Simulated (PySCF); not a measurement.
BClGeH4O, SMILES O[B](Cl)[GeH3].

Geometry optimised at PBE0-D3(BJ)/def2-SVP. The values are those of a single conformer.

Calculation: PBE0-D3(BJ)/def2-SVP (PySCF).

Frequencies are harmonic and unscaled.

| mode | ν (cm⁻¹) | IR (km/mol) | moving atoms (share of kinetic energy) |
|---|---|---|---|
| 1 | 53 | 0.1 | H 93 % |
| 2 | 147 | 0.7 | Cl 48 %, Ge 16 %, O 16 %, B 10 %, H 10 % |
| 3 | 273 | 13.0 | O 52 %, Ge 28 %, H 10 %, Cl 9 % |
| 4 | 315 | 0.7 | H 54 %, B 40 % |
| 5 | 455 | 26.2 | Cl 36 %, O 28 %, H 17 %, B 13 % |
| 6 | 518 | 20.9 | H 78 %, O 9 % |
| 7 | 575 | 32.8 | H 56 %, B 38 % |
| 8 | 654 | 125.0 | H 79 %, O 12 %, B 8 % |
| 9 | 802 | 258.1 | H 71 %, B 23 % |
| 10 | 834 | 1.8 | H 55 %, B 32 % |
| 11 | 890 | 25.2 | H 98 % |
| 12 | 890 | 28.3 | H 99 % |
| 13 | 1110 | 246.3 | H 56 %, B 30 %, O 13 % |
| 14 | 1398 | 212.0 | B 66 %, O 32 % |
| 15 | 2150 | 57.8 | H 99 % |
| 16 | 2150 | 111.5 | H 98 % |
| 17 | 2160 | 128.1 | H 99 % |
| 18 | 3837 | 77.1 | H 94 % |
